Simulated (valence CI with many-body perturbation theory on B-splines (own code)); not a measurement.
**Ni⁶⁺: E2, M1 decay**

Calculated by valence CI with perturbative core correlation (CI+MBPT): four valence electrons over a frozen Dirac-Fock core [Ar], radial functions for each j: 9 s, 9 p, 10 d, 8 f, 5 g, 3 h, 1 i, with the one-electron correlation potential Σ1, the two-electron term Σ2, the three-electron term Σ3, Breit, model QED; selected CI, second order for the rest, scaled by the run's own slope (own B-spline code, finite nucleus).

Set against measurement, 16 paired levels are off by 460 cm⁻¹ on average, the worst by 1211. These come from a selection out of Corliss and Sugar, J. Phys. Chem. Ref. Data 10, 197 (1981). Levels without a partner in it may be off by more, other configurations by 1,000 to 8,000 cm⁻¹. The list stops below the first excitations out of the core. Only levels of the ground parity were solved; by the run's estimate the other parity begins above the list, which can be wrong where configurations are misplaced.

Lines 1 to 50 of 111 in falling wavelength, among levels below 47.967 eV, chosen from the decays that carry over 1 % of a level's rate. Wavelengths and rates use the calculated energies, so an error of 500 cm⁻¹ moves a line at 1347 nm by 6.7 % and its rate by three times that or more. Electric multipoles are in the length gauge, E1 and E2 with the static RPA response of the core. Weak lines are less certain than strong ones. Lines between different terms over intervals too small for the method are left out, as are lines whose strength nearly cancels and 9 of this kind that miss the measured wavelength by over 7 %. Branching is blank where the lifetime is uncertain.

Letters in brackets count levels of one name in rising energy.

| λ vac (nm) | λ from measured levels | Upper | Lower | Type | A (s⁻¹) | Branch % |
| --- | --- | --- | --- | --- | --- | --- |
| 35740 | 35840 | 3d4 5D_1 | 3d4 5D_0 | M1 | 1.18e-03 | 100.0 |
| 19230 | 19050 | 3d4 5D_2 | 3d4 5D_1 | M1 | 7.98e-03 | 100.0 |
| 17550 | 16920 | 3d4 3H_6 | 3d4 3H_5 | M1 | 4.04e-03 | 99.0 |
| 16910 | 16290 | 3d4 3H_5 | 3d4 3H_4 | M1 | 5.36e-03 | 95.4 |
| 14010 | 13970 | 3d4 5D_3 | 3d4 5D_2 | M1 | 1.69e-02 | 100.0 |
| 11550 | 11470 | 3d4 5D_4 | 3d4 5D_3 | M1 | 1.75e-02 | 100.0 |
| 5751 | 5685 | 3d4 3P_1 [a] | 3d4 3P_0 [a] | M1 | 9.36e-02 | 1.7 |
| 3724 | 3678 | 3d4 3P_2 [a] | 3d4 3P_1 [a] | M1 | 2.63e-01 | 7.3 |
| 1347 | 1437 | 3d4 3G_5 | 3d4 3H_5 | M1 | 2.32e-01 |  |
| 1324 | 1414 | 3d4 3G_4 | 3d4 3H_4 | M1 | 1.11e-01 | 19.0 |
| 1233 |  | 3d4 1G_4 [a] | 3d4 3G_5 | M1 | 1.50e-01 | 3.5 |
| 1167 |  | 3d4 1G_4 [a] | 3d4 3G_4 | M1 | 5.57e-02 | 1.3 |
| 1095 |  | 3d4 1G_4 [a] | 3d4 3G_3 | M1 | 3.15e-01 | 7.3 |
| 851.1 |  | 3d4 1D_2 [a] | 3d4 3D_1 | M1 | 4.29e-01 | 7.8 |
| 847.1 |  | 3d4 3D_3 | 3d4 3P_2 [a] | M1 | 2.31e-01 | 7.9 |
| 829.8 |  | 3d4 3D_2 | 3d4 3P_2 [a] | M1 | 2.14e-01 | 8.3 |
| 827.7 |  | 3d4 1D_2 [a] | 3d4 3D_2 | M1 | 9.75e-02 | 1.8 |
| 811.2 |  | 3d4 1D_2 [a] | 3d4 3D_3 | M1 | 5.06e-01 | 9.2 |
| 808.1 |  | 3d4 1G_4 [a] | 3d4 3F_4 [a] | M1 | 1.44e+00 | 33.4 |
| 807.6 |  | 3d4 3D_1 | 3d4 3P_2 [a] | M1 | 1.77e-01 | 5.5 |
| 802.8 |  | 3d4 3F_4 [b] | 3d4 1F_3 | M1 | 4.35e-01 |  |
| 793.1 |  | 3d4 1G_4 [a] | 3d4 3F_3 [a] | M1 | 4.79e-01 | 11.1 |
| 791.5 |  | 3d4 3F_2 [b] | 3d4 1F_3 | M1 | 8.16e-01 | 6.1 |
| 778.3 |  | 3d4 3D_2 | 3d4 3F_2 [a] | M1 | 8.98e-02 | 3.5 |
| 758.7 |  | 3d4 3D_1 | 3d4 3F_2 [a] | M1 | 6.08e-02 | 1.9 |
| 689.9 |  | 3d4 1I_6 | 3d4 3H_6 | M1 | 6.78e-01 | 55.9 |
| 663.8 |  | 3d4 1I_6 | 3d4 3H_5 | M1 | 5.33e-01 | 44.0 |
| 663.7 |  | 3d4 3D_1 | 3d4 3P_1 [a] | M1 | 5.92e-01 | 18.5 |
| 643.8 |  | 3d4 1G_4 [a] | 3d4 3H_5 | M1 | 1.08e+00 | 25.1 |
| 620.2 |  | 3d4 1G_4 [a] | 3d4 3H_4 | M1 | 7.53e-01 | 17.4 |
| 595.0 |  | 3d4 3D_1 | 3d4 3P_0 [a] | M1 | 2.82e-01 | 8.8 |
| 514.2 |  | 3d4 1S_0 [a] | 3d4 3P_1 [a] | M1 | 6.80e+00 | 100.0 |
| 512.0 |  | 3d4 3P_2 [b] | 3d4 1D_2 [a] | M1 | 7.67e-01 | 9.8 |
| 507.6 |  | 3d4 1F_3 | 3d4 3D_2 | M1 | 3.33e-01 |  |
| 501.3 |  | 3d4 1F_3 | 3d4 3D_3 | M1 | 7.79e-01 |  |
| 466.5 |  | 3d4 1D_2 [a] | 3d4 3G_3 | M1 | 1.48e-01 | 2.7 |
| 414.4 |  | 3d4 1D_2 [a] | 3d4 3P_2 [a] | M1 | 9.87e-01 | 18.0 |
| 401.4 |  | 3d4 1D_2 [a] | 3d4 3F_3 [a] | M1 | 1.98e+00 | 36.2 |
| 401.1 |  | 3d4 1D_2 [a] | 3d4 3F_2 [a] | M1 | 9.69e-01 | 17.7 |
| 372.9 |  | 3d4 1D_2 [a] | 3d4 3P_1 [a] | M1 | 3.35e-01 | 6.1 |
| 355.5 | 341.5 | 3d4 3H_4 | 3d4 5D_4 | M1 | 4.20e-02 | 84.1 |
| 351.0 |  | 3d4 1F_3 | 3d4 3G_4 | M1 | 7.13e-01 |  |
| 348.2 | 334.5 | 3d4 3H_5 | 3d4 5D_4 | M1 | 2.52e-04 | 4.5 |
| 344.9 | 331.7 | 3d4 3H_4 | 3d4 5D_3 | M1 | 7.96e-03 | 15.9 |
| 344.2 |  | 3d4 1F_3 | 3d4 3G_3 | M1 | 5.41e-01 |  |
| 332.3 | 335.6 | 3d4 3P_0 [a] | 3d4 5D_1 | M1 | 6.68e+00 | 100.0 |
| 319.7 |  | 3d4 3P_2 [b] | 3d4 3D_1 | M1 | 9.13e-02 | 1.2 |
| 319.4 | 322.2 | 3d4 3P_1 [a] | 3d4 5D_2 | M1 | 5.05e+00 | 89.3 |
| 316.3 |  | 3d4 3P_2 [b] | 3d4 3D_2 | M1 | 6.06e-01 | 7.8 |
| 316.3 |  | 3d4 3P_2 [b] | 3d4 3D_2 | E2 | 3.05e-01 | 3.9 |
